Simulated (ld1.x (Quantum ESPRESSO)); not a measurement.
**Ag (Z = 47), PAW: configuration errors across variants**

silver (Ag), PAW, made with ld1.x (Quantum ESPRESSO) 7.5 (PBEsol, scalar-relativistic). Core [Ar] 3d10, reference 4s2 4p6 4d10 5s1 5p0. Waves: 4s (bound): rcut 1.25, rcutus 1.35 bohr; 5s (bound): rcut 1.25, rcutus 1.35 bohr; 4p (bound): rcut 1.35, rcutus 1.50 bohr; 5p (bound, empty): rcut 1.35, rcutus 1.50 bohr; 4d (bound): rcut 1.35, rcutus 1.80 bohr; 4d channel at 0.15 Ry: rcut 1.35, rcutus 1.80 bohr; 4f channel at -0.05 Ry: rc 1.40 bohr. Local part: the f channel. Core correction: Bessel-smoothed model core, default radius (core density twice the valence density). Augmentation charge: BESSEL, radius 1.35 bohr.

All-electron excitation energies from the reference (eV): (1) 4s2 4p6 4d10 5s0 5p0 7.745; (2) 4s2 4p6 4d9 5s0 5p0 29.859; (3) 4s2 4p6 4d8 5s0 5p0 66.041; (4) 4s1 4p6 4d10 5s1 5p0 101.972; (5) 4s2 4p6 4d9 5s1 5p0 13.164; (6) 4s2 4p5 4d10 5s1 5p0 65.194; (7) 4s2 4p6 4d10 5s0 5p1 3.929.

The overlap operator is not positive definite (basis up to 400 Ry) in “base”, “wave 4f channel at -0.05 Ry: rc 1.40 bohr becomes 4f channel at -0.18 Ry: rc 1.40 bohr”, “wave 4f channel at -0.05 Ry: rc 1.40 bohr becomes 4f channel at -0.08 Ry: rc 1.40 bohr”, “wave 4f channel at -0.05 Ry: rc 1.40 bohr becomes 4f channel at 0.05 Ry: rc 1.40 bohr”, “wave 4f channel at -0.05 Ry: rc 1.40 bohr becomes 4f channel at 0.64 Ry: rc 1.40 bohr”, “wave 4f channel at -0.05 Ry: rc 1.40 bohr becomes 4f channel at 1.11 Ry: rc 1.40 bohr”, “wave 4f channel at -0.05 Ry: rc 1.40 bohr becomes 4f channel at 2.22 Ry: rc 1.40 bohr”, “wave 4f channel at -0.05 Ry: rc 1.40 bohr becomes 4f channel at 6.68 Ry: rc 1.40 bohr”. Such files are unfit for use, however small their errors in these radial tests.

1 further variants failed, have other tests or too few solved ones, and are left out.

A true bound ghost makes a file unfit for plane-wave use even where its test errors are small: the radial tests pick states by their node count and pass the ghost by.

Errors AE − PS in meV (a dash: test not solved or not reliable):

| change | (1) | (2) | (3) | (4) | (5) | (6) | (7) | bound ghosts |
| --- | --- | --- | --- | --- | --- | --- | --- | --- |
| base | -1.3 | -0.1 | +8.8 | +46 | +0.4 | -35 | -0.4 | not determined (overlap not positive) |
| wave 4f channel at -0.05 Ry: rc 1.40 bohr becomes 4f channel at -0.18 Ry: rc 1.40 bohr | -1.3 | -0.2 | +8.3 | +42 | +0.4 | -35 | -0.4 | not determined (overlap not positive) |
| wave 4f channel at -0.05 Ry: rc 1.40 bohr becomes 4f channel at -0.08 Ry: rc 1.40 bohr | -1.3 | -0.1 | +8.7 | +45 | +0.4 | -35 | -0.4 | not determined (overlap not positive) |
| wave 4f channel at -0.05 Ry: rc 1.40 bohr becomes 4f channel at 0.05 Ry: rc 1.40 bohr | -1.3 | 0.0 | +9.2 | +48 | +0.4 | -35 | -0.4 | not determined (overlap not positive) |
| wave 4f channel at -0.05 Ry: rc 1.40 bohr becomes 4f channel at 0.64 Ry: rc 1.40 bohr | -1.3 | +0.5 | +12 | +69 | +0.6 | -31 | -0.4 | not determined (overlap not positive) |
| wave 4f channel at -0.05 Ry: rc 1.40 bohr becomes 4f channel at 1.11 Ry: rc 1.40 bohr | -1.3 | +1.0 | +15 | +107 | +0.8 | -22 | -0.4 | not determined (overlap not positive) |
| wave 4f channel at -0.05 Ry: rc 1.40 bohr becomes 4f channel at 2.22 Ry: rc 1.40 bohr | -1.3 | +3.5 | +29 | +138 | +1.6 | -47 | -0.3 | not determined (overlap not positive) |
| wave 4f channel at -0.05 Ry: rc 1.40 bohr becomes 4f channel at 6.68 Ry: rc 1.40 bohr | -1.3 | -9.0 | -39 | -142 | -1.8 | -36 | -0.8 | d (s, p not tested, overlap not positive) |

(1) Give the same row for: wave 4f channel at -0.05 Ry: rc 1.40 bohr becomes 4f channel at 0.19 Ry: rc 1.40 bohr.

Results:

(1) -1.3, +0.1, +9.9, +52, +0.5, -34, -0.4; bound ghosts: not determined (overlap not positive). Its overlap operator is not positive definite in a basis up to 400 Ry (lowest eigenvalue s -0.06), so the file is unfit for use: the generalised eigenproblem breaks down once the basis is large enough, and its test numbers describe a broken file.
